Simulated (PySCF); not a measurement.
## Correlation energy of Ar²⁺ (argon, charge +2)

[Ne] 3s2 3p3 3d1, high-spin 5D determinant (an excited configuration). Calculation: PySCF 2.14, in aug-cc-pwCVDZ; the non-relativistic Hamiltonian (point nucleus). Frozen: [Ne]; 6 electrons correlated.

```json
{"level": "CCSD", "correlation energy (mhartree)": "-93.87"}
{"level": "(T)", "correlation energy (mhartree)": "-0.92"}
{"level": "CCSD(T)", "correlation energy (mhartree)": "-94.79"}
```

Diagnostics: T1 = 0.0026, D1 = 0.0075, largest double amplitude 0.061.

The outer electron is Rydberg-like, and this basis confines it to a smaller radius and binds it less than a complete one would.

Cost of the coupled-cluster step: about 0.7 core-seconds, for 6 correlated electrons.
